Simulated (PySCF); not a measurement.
Precursor series Zr Cl-Br. Isolated molecules, 0 K electronic values unless said otherwise.

The HOMO from two functionals at the same geometries (TPSS-D3(BJ)/def2-SVP), both in PySCF: PBE-D3(BJ)/def2-TZVP and TPSSh-D3(BJ)/def2-TZVP. 

| species | PBE-D3(BJ)/def2-TZVP (eV) | TPSSh-D3(BJ)/def2-TZVP (eV) |
|---|---|---|
| 0 of 4 Cl replaced by Br ([Zr(Cl)4]) | -8.34 | -9.01 |
| 3 of 4 Cl replaced by Br | -7.68 | -8.28 |
| 4 of 4 Cl replaced by Br | -7.66 | -8.27 |

Over these rows, drawn at random from the members with no instability flagged (it was tested for open shells, ions and some series alone), PBE minus TPSSh-D3(BJ): mean +0.63 eV, from +0.61 eV to +0.67 eV.
